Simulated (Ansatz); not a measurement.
```xyz
16

C    -0.101    0.835    1.271
C    -0.020   -0.003   -0.009
C    -1.425   -0.229   -0.564
C     0.827    0.751   -1.039
Al    0.857   -1.706    0.409
F     2.396   -1.735    0.992
F     0.125   -3.167    0.211
H    -0.545    1.814    1.045
H     0.885    1.019    1.709
H    -0.728    0.368    2.036
H    -1.415   -0.811   -1.490
H    -1.897    0.737   -0.788
H    -2.071   -0.753    0.145
H     0.890    0.221   -1.995
H     0.375    1.730   -1.245
H     1.846    0.930   -0.686
```

Total charge 0; spin multiplicity 1.

(1) List the B3LYP/def2-TZVPP orbital energies in eV (the Gaussian-basis code of Ansatz). (Estimate.)

Answers

(1) The calculation gave: Occupied: -1524.90, -670.73, -670.72, -277.11, -276.92, -276.91, -276.80, -112.89, -73.63, -73.48, -73.40, -31.39, -31.16, -22.24, -19.05, -19.01, -15.19, -13.32, -12.65, -12.35, -12.25, -12.08, -11.52, -11.43, -11.15, -11.03, -10.87, -10.71, -10.37, -9.44, -9.44, -7.59. Lowest empty: -0.87, -0.53, 0.95, 1.21, 2.12, 2.26, 2.33, 2.54.

B3LYP here is the variant with VWN-RPA as its local correlation; programs differ in this.
